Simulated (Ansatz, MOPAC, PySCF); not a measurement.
Bond stretch in GeH, doublet.

Levels: UKS-LDA (SVWN5)/6-31G* = unrestricted LDA (SVWN5)/6-31G*, spherical d (PySCF); UKS-BP86/6-31G* = unrestricted BP86/6-31G*, spherical d (PySCF); AM1, unrestricted, heats of formation (MOPAC); FCI = full CI/aug-cc-pVTZ, cores with 3d frozen in Ansatz (a quantum-chemistry and plane-wave program).

Energies relative to the lowest point of each curve near equilibrium, in kJ/mol; the last columns give the difference from FCI:

```json
[
 {"R / Å": "1.19", "UKS-LDA (SVWN5)/6-31G*": "219.2", "UKS-BP86/6-31G*": "224.5", "AM1": "97.6", "FCI": "214.6", "UKS-LDA (SVWN5)/6-31G* − FCI": "4.6", "UKS-BP86/6-31G* − FCI": "9.9", "AM1 − FCI": "-116.9"},
 {"R / Å": "1.30", "UKS-LDA (SVWN5)/6-31G*": "100.3", "UKS-BP86/6-31G*": "103.9", "AM1": "40.0", "FCI": "95.5", "UKS-LDA (SVWN5)/6-31G* − FCI": "4.8", "UKS-BP86/6-31G* − FCI": "8.4", "AM1 − FCI": "-55.5"},
 {"R / Å": "1.38", "UKS-LDA (SVWN5)/6-31G*": "49.5", "UKS-BP86/6-31G*": "52.1", "AM1": "15.4", "FCI": "45.5", "UKS-LDA (SVWN5)/6-31G* − FCI": "4.0", "UKS-BP86/6-31G* − FCI": "6.6", "AM1 − FCI": "-30.0"},
 {"R / Å": "1.43", "UKS-LDA (SVWN5)/6-31G*": "28.6", "UKS-BP86/6-31G*": "30.7", "AM1": "6.3", "FCI": "25.4", "UKS-LDA (SVWN5)/6-31G* − FCI": "3.2", "UKS-BP86/6-31G* − FCI": "5.3", "AM1 − FCI": "-19.1"},
 {"R / Å": "1.52", "UKS-LDA (SVWN5)/6-31G*": "6.8", "UKS-BP86/6-31G*": "7.9", "AM1": "0.0", "FCI": "5.2", "UKS-LDA (SVWN5)/6-31G* − FCI": "1.6", "UKS-BP86/6-31G* − FCI": "2.7", "AM1 − FCI": "-5.2"},
 {"R / Å": "1.58", "UKS-LDA (SVWN5)/6-31G*": "0.8", "UKS-BP86/6-31G*": "1.3", "AM1": "2.1", "FCI": "0.4", "UKS-LDA (SVWN5)/6-31G* − FCI": "0.4", "UKS-BP86/6-31G* − FCI": "0.9", "AM1 − FCI": "1.7"},
 {"R / Å": "1.60", "UKS-LDA (SVWN5)/6-31G*": "0.0", "UKS-BP86/6-31G*": "0.3", "AM1": "3.8", "FCI": "0.0", "UKS-LDA (SVWN5)/6-31G* − FCI": "0.0", "UKS-BP86/6-31G* − FCI": "0.3", "AM1 − FCI": "3.8"},
 {"R / Å": "1.65", "UKS-LDA (SVWN5)/6-31G*": "0.2", "UKS-BP86/6-31G*": "0.0", "AM1": "10.0", "FCI": "1.1", "UKS-LDA (SVWN5)/6-31G* − FCI": "-0.9", "UKS-BP86/6-31G* − FCI": "-1.1", "AM1 − FCI": "8.8"},
 {"R / Å": "1.68", "UKS-LDA (SVWN5)/6-31G*": "1.6", "UKS-BP86/6-31G*": "1.1", "AM1": "14.9", "FCI": "3.1", "UKS-LDA (SVWN5)/6-31G* − FCI": "-1.5", "UKS-BP86/6-31G* − FCI": "-1.9", "AM1 − FCI": "11.8"},
 {"R / Å": "1.77", "UKS-LDA (SVWN5)/6-31G*": "10.5", "UKS-BP86/6-31G*": "9.2", "AM1": "34.1", "FCI": "13.3", "UKS-LDA (SVWN5)/6-31G* − FCI": "-2.8", "UKS-BP86/6-31G* − FCI": "-4.2", "AM1 − FCI": "20.8"},
 {"R / Å": "1.85", "UKS-LDA (SVWN5)/6-31G*": "22.8", "UKS-BP86/6-31G*": "20.7", "AM1": "55.8", "FCI": "26.5", "UKS-LDA (SVWN5)/6-31G* − FCI": "-3.7", "UKS-BP86/6-31G* − FCI": "-5.8", "AM1 − FCI": "29.4"},
 {"R / Å": "1.96", "UKS-LDA (SVWN5)/6-31G*": "43.9", "UKS-BP86/6-31G*": "40.8", "AM1": "90.3", "FCI": "48.3", "UKS-LDA (SVWN5)/6-31G* − FCI": "-4.4", "UKS-BP86/6-31G* − FCI": "-7.5", "AM1 − FCI": "42.0"},
 {"R / Å": "2.14", "UKS-LDA (SVWN5)/6-31G*": "83.9", "UKS-BP86/6-31G*": "79.2", "AM1": "148.9", "FCI": "87.8", "UKS-LDA (SVWN5)/6-31G* − FCI": "-3.9", "UKS-BP86/6-31G* − FCI": "-8.6", "AM1 − FCI": "61.1"},
 {"R / Å": "2.42", "UKS-LDA (SVWN5)/6-31G*": "148.4", "UKS-BP86/6-31G*": "141.3", "AM1": "232.9", "FCI": "147.6", "UKS-LDA (SVWN5)/6-31G* − FCI": "0.9", "UKS-BP86/6-31G* − FCI": "-6.3", "AM1 − FCI": "85.3"},
 {"R / Å": "2.64", "UKS-LDA (SVWN5)/6-31G*": "194.9", "UKS-BP86/6-31G*": "185.6", "AM1": "259.8", "FCI": "187.3", "UKS-LDA (SVWN5)/6-31G* − FCI": "7.6", "UKS-BP86/6-31G* − FCI": "-1.7", "AM1 − FCI": "72.5"},
 {"R / Å": "2.87", "UKS-LDA (SVWN5)/6-31G*": "235.2", "UKS-BP86/6-31G*": "222.7", "AM1": "275.1", "FCI": "219.8", "UKS-LDA (SVWN5)/6-31G* − FCI": "15.4", "UKS-BP86/6-31G* − FCI": "2.9", "AM1 − FCI": "55.3"},
 {"R / Å": "3.24", "UKS-LDA (SVWN5)/6-31G*": "276.0", "UKS-BP86/6-31G*": "258.5", "AM1": "286.6", "FCI": "253.2", "UKS-LDA (SVWN5)/6-31G* − FCI": "22.7", "UKS-BP86/6-31G* − FCI": "5.3", "AM1 − FCI": "33.4"},
 {"R / Å": "3.56", "UKS-LDA (SVWN5)/6-31G*": "294.8", "UKS-BP86/6-31G*": "274.5", "AM1": "290.7", "FCI": "267.4", "UKS-LDA (SVWN5)/6-31G* − FCI": "27.4", "UKS-BP86/6-31G* − FCI": "7.1", "AM1 − FCI": "23.3"},
 {"R / Å": "3.91", "UKS-LDA (SVWN5)/6-31G*": "306.0", "UKS-BP86/6-31G*": "283.6", "AM1": "292.6", "FCI": "274.4", "UKS-LDA (SVWN5)/6-31G* − FCI": "31.6", "UKS-BP86/6-31G* − FCI": "9.2", "AM1 − FCI": "18.2"},
 {"R / Å": "4.35", "UKS-LDA (SVWN5)/6-31G*": "312.9", "UKS-BP86/6-31G*": "288.7", "AM1": "293.4", "FCI": "277.8", "UKS-LDA (SVWN5)/6-31G* − FCI": "35.1", "UKS-BP86/6-31G* − FCI": "10.9", "AM1 − FCI": "15.6"},
 {"R / Å": "4.86", "UKS-LDA (SVWN5)/6-31G*": "316.0", "UKS-BP86/6-31G*": "290.7", "AM1": "293.7", "FCI": "279.1", "UKS-LDA (SVWN5)/6-31G* − FCI": "36.9", "UKS-BP86/6-31G* − FCI": "11.6", "AM1 − FCI": "14.6"},
 {"R / Å": "5.69", "UKS-LDA (SVWN5)/6-31G*": "317.3", "UKS-BP86/6-31G*": "291.5", "AM1": "293.8", "FCI": "279.6", "UKS-LDA (SVWN5)/6-31G* − FCI": "37.6", "UKS-BP86/6-31G* − FCI": "11.9", "AM1 − FCI": "14.1"},
 {"R / Å": "6.49", "UKS-LDA (SVWN5)/6-31G*": "317.5", "UKS-BP86/6-31G*": "291.6", "AM1": "293.8", "FCI": "279.8", "UKS-LDA (SVWN5)/6-31G* − FCI": "37.7", "UKS-BP86/6-31G* − FCI": "11.8", "AM1 − FCI": "14.0"}
]
```

UKS-LDA (SVWN5)/6-31G* is furthest from FCI at 6.49 (37.7 kJ/mol, above); its mean absolute difference over the points is 12.5 kJ/mol.

UKS-BP86/6-31G* is furthest from FCI at 5.69 (11.9 kJ/mol, above); its mean absolute difference over the points is 6.2 kJ/mol.

AM1 is furthest from FCI at 1.19 (-116.9 kJ/mol, below); its mean absolute difference over the points is 32.7 kJ/mol.

The unrestricted determinant behind UKS-LDA (SVWN5)/6-31G*, UKS-BP86/6-31G* is spin-contaminated at 2.87 to 6.49 Å (<S²> up to 1.8, against 0.75 for a pure doublet).
